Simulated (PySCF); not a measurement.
C3H6FNSi, SMILES F[SiH2]N1C=CC1.

The structure is a stationary point at B3LYP-D3(BJ)/def2-SVP. This is a generated structure with no PubChem entry under its InChIKey; it may be hypothetical. One conformer was computed; it need not be the lowest.

Method: B3LYP-D3(BJ)/def2-SVP run with PySCF 2.14.0.

Frequencies are harmonic and unscaled.

Give all harmonic wavenumbers and intensities. (Estimate from the structure and the level; the computed values follow.)


| mode | ν (cm⁻¹) | IR (km/mol) | Raman (Å⁴/amu) | depolarisation | moving atoms (share of kinetic energy) |
|---|---|---|---|---|---|
| 1 | 76 | 1.6 | 2.7 | 0.70 | F 31 %, N 27 %, C 27 %, H 13 % |
| 2 | 83 | 1.0 | 1.1 | 0.75 | C 33 %, F 27 %, H 26 %, Si 12 % |
| 3 | 192 | 0.7 | 0.1 | 0.75 | H 35 %, C 33 %, N 26 % |
| 4 | 281 | 15.4 | 0.8 | 0.63 | F 37 %, N 24 %, Si 16 %, C 15 % |
| 5 | 442 | 37.4 | 3.1 | 0.73 | H 53 %, C 27 %, N 19 % |
| 6 | 532 | 13.2 | 11.7 | 0.23 | Si 48 %, C 34 %, H 14 % |
| 7 | 663 | 69.9 | 4.9 | 0.75 | H 63 %, Si 23 %, C 10 % |
| 8 | 674 | 29.7 | 1.8 | 0.75 | H 85 %, C 11 % |
| 9 | 795 | 8.4 | 13.4 | 0.75 | H 94 % |
| 10 | 856 | 40.2 | 4.7 | 0.34 | F 56 %, Si 26 %, H 17 % |
| 11 | 901 | 11.0 | 2.0 | 0.65 | H 59 %, C 38 % |
| 12 | 918 | 219.5 | 7.5 | 0.70 | H 77 %, C 16 % |
| 13 | 930 | 5.5 | 13.9 | 0.75 | H 58 %, C 40 % |
| 14 | 953 | 74.5 | 10.4 | 0.48 | H 55 %, C 36 % |
| 15 | 972 | 155.4 | 5.5 | 0.73 | H 60 %, C 20 %, Si 13 % |
| 16 | 992 | 15.1 | 3.0 | 0.75 | H 63 %, C 33 % |
| 17 | 1051 | 59.9 | 2.4 | 0.44 | C 45 %, N 40 %, H 10 % |
| 18 | 1081 | 86.2 | 23.6 | 0.28 | H 63 %, C 18 %, N 18 % |
| 19 | 1104 | 1.8 | 7.1 | 0.70 | H 89 % |
| 20 | 1222 | 3.0 | 5.7 | 0.66 | H 77 %, C 19 % |
| 21 | 1244 | 123.0 | 2.0 | 0.75 | C 40 %, H 32 %, N 26 % |
| 22 | 1362 | 163.9 | 5.7 | 0.72 | N 41 %, C 33 %, H 24 % |
| 23 | 1453 | 16.3 | 13.5 | 0.62 | H 87 %, C 11 % |
| 24 | 1615 | 26.9 | 35.6 | 0.13 | C 87 %, H 13 % |
| 25 | 2268 | 87.6 | 153.0 | 0.08 | H 98 % |
| 26 | 2276 | 136.6 | 66.4 | 0.70 | H 95 % |
| 27 | 3047 | 24.9 | 136.4 | 0.14 | H 95 % |
| 28 | 3110 | 13.9 | 88.2 | 0.75 | H 90 %, C 10 % |
| 29 | 3203 | 7.5 | 94.8 | 0.47 | H 91 %, C 9 % |
| 30 | 3280 | 0.5 | 139.2 | 0.21 | H 90 %, C 10 % |
